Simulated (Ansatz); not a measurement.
boron monoxide dimer (B2O2), singlet, geometry from GFN2-xTB; CCSD(T)/cc-pVDZ in Ansatz (a program for electronic structure).

Ansatz was given this input:
Ansatz 0.2 input:
```yaml
crystal:
  periodic: [false, false, false]
  atoms:
    - {symbol: O, position_ang: [-0.00000000, -0.00000000, -1.99737313]}
    - {symbol: B, position_ang: [-0.00000000, -0.00000000, -0.80940457]}
    - {symbol: B, position_ang: [0.00000000, 0.00000000, 0.80940457]}
    - {symbol: O, position_ang: [0.00000000, 0.00000000, 1.99737313]}
basis:
  gaussian:
    orbitals: cc-pVDZ
magnetization: {spin_polarized: false}
correlation: {method: ccsd_t, electrons: outside_noble_gas}
accuracy: high
```

It wrote (shortened):

```
Functional definition: HF
1081 factors; integrals over basis functions are off by at most 6.6e-9 eV
mean field evaluation 1: about -5413.7800 eV, gradient 5.6e1 eV
mean field evaluation 2: about -5413.7839 eV, gradient 5.6e1 eV
mean field evaluation 4: about -5420.4876 eV, gradient 3.0e0 eV
mean field evaluation 8: about -5420.5354 eV, gradient 1.4e-4 eV
mean field evaluation 16: about -5420.5301 eV, gradient 1.9e-1 eV
mean field -5420.53542466 eV, -199.2010026855 hartree, gradient 8.1e-8 eV, S^2 0.000000; 0 other end points of the search recorded, 0 dependent functions left out
4 core orbitals not correlated
reference -5420.53542466 eV, -199.2010026855 hartree; 9, 9 occupied and 43, 43 virtual orbitals, 1081 factors
second order -14.13096345 eV of doubles, -0.00000000 eV of singles
cycle   1  -13.56426040 eV  change    5.7e-1 eV  update   1.4e-1
cycle   2  -14.08159701 eV  change   -5.2e-1 eV  update   4.9e-2
cycle   3  -14.23609502 eV  change   -1.5e-1 eV  update   2.4e-2
cycle   4  -14.22362092 eV  change    1.2e-2 eV  update   5.2e-3
cycle   5  -14.22212309 eV  change    1.5e-3 eV  update   1.9e-3
cycle   6  -14.22426433 eV  change   -2.1e-3 eV  update   5.7e-4
cycle   7  -14.22419550 eV  change    6.9e-5 eV  update   1.7e-4
cycle   8  -14.22413927 eV  change    5.6e-5 eV  update   5.3e-5
cycle   9  -14.22411675 eV  change    2.3e-5 eV  update   2.0e-5
cycle  10  -14.22410349 eV  change    1.3e-5 eV  update   5.3e-6
cycle  11  -14.22409994 eV  change    3.6e-6 eV  update   1.2e-6
cycle  12  -14.22410080 eV  change   -8.7e-7 eV  update   4.7e-7
cycle  13  -14.22410094 eV  change   -1.4e-7 eV  update   2.0e-7
cycle  14  -14.22410102 eV  change   -8.0e-8 eV  update   6.3e-8
cycle  15  -14.22410107 eV  change   -4.5e-8 eV  update   3.5e-8
cycle  16  -14.22410008 eV  change    9.9e-7 eV  update   1.7e-7
cycle  17  -14.22410019 eV  change   -1.1e-7 eV  update   6.4e-8
cycle  18  -14.22410010 eV  change    9.5e-8 eV  update   2.0e-8
cycle  19  -14.22410010 eV  change   -1.5e-9 eV  update   7.5e-9
cycle  20  -14.22410010 eV  change   -6.0e-9 eV  update   3.1e-9
cycle  21  -14.22410010 eV  change  -7.0e-10 eV  update   1.4e-9
perturbative correction -0.53541238 eV, -0.0196760422 hartree
Total energy: -5435.29493715 eV, -199.7434047651 hartree
```
